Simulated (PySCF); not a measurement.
Isomers of C13H12. Level of theory: PySCF 2.14.0, PBE0-D3(BJ)/def2-SVP geometry optimisation, gas phase. Energies are electronic, without zero-point or thermal terms, for one conformer each. No frequencies were run at this level. Point groups hold within 0.08 Å.

Task: Order them by energy at this level, lowest first, and give relative energies in kcal/mol.
A. `[cH:1]1[cH:2][cH:3][c:4]([CH2:5][c:6]2[cH:7][cH:8][cH:9][cH:10][cH:11]2)[cH:12][cH:13]1` with C3–C4–C5–C6 129°, C4–C5–C6–C7 -52° (diphenylmethane)
B. `[CH2:1]=[C:2]([CH3:3])[c:4]1[cH:5][cH:6][c:7]2[cH:8][cH:9][cH:10][cH:11][c:12]2[cH:13]1` with C1–C2–C4–C5 146° (2-isopropenylnaphthalene)
C. `C#C[C@@]1(C)C[C@@]12C=CC=C2C#CC`
D. `[CH:1]1=[CH:2][CH2:3][CH:4]=[CH:5][C:6]([c:7]2[cH:8][cH:9][cH:10][cH:11][cH:12]2)=[CH:13]1` with C5–C6–C7–C8 -38°, C1–C2–C3–C4 -67°, C2–C3–C4–C5 69°, C4–C5–C6–C7 153°, C2–C1–C13–C6 33°

Result: A (0.0), B (5.7), D (30.7), C (124.5).

As drawn, the lowest has an aromatic ring, which the highest lacks; the highest has a three-membered ring, a C≡C bond and a C=C bond outside aromatic rings, which the lowest lacks.

```tsv
SMILES	E (Eh)	E rel (kcal/mol)	dipole (D)	point group	A, B, C (MHz)
c1ccc(Cc2ccccc2)cc1	-501.68503	0.0	0.11	C2	2096, 422.0, 413.0
C=C(C)c1ccc2ccccc2c1	-501.67587	5.7	0.38	C1	2142, 483.4, 403.7
C1=CCC=CC(c2ccccc2)=C1	-501.63604	30.7	0.39	C1	2212, 464.1, 399.7
C#C[C@@]1(C)C[C@@]12C=CC=C2C#CC	-501.48663	124.5	1.28	C1	1248, 598.3, 443.5
```

Task: How do the relative energies change in single points at PBE0/pcSseg-1 (no added dispersion term) on the same geometries?

Result: 
| SMILES | PBE0-D3(BJ)/def2-SVP (kcal/mol) | PBE0/pcSseg-1 (kcal/mol) | shift |
| --- | --- | --- | --- |
| c1ccc(Cc2ccccc2)cc1 | 0.0 | 0.0 | 0.0 |
| C=C(C)c1ccc2ccccc2c1 | 5.7 | 6.7 | +1.0 |
| C1=CCC=CC(c2ccccc2)=C1 | 30.7 | 30.6 | -0.1 |
| C#C[C@@]1(C)C[C@@]12C=CC=C2C#CC | 124.5 | 121.3 | -3.2 |

Each column counts from its own lowest isomer. The order is unchanged; the largest shift is 3.2 kcal/mol.
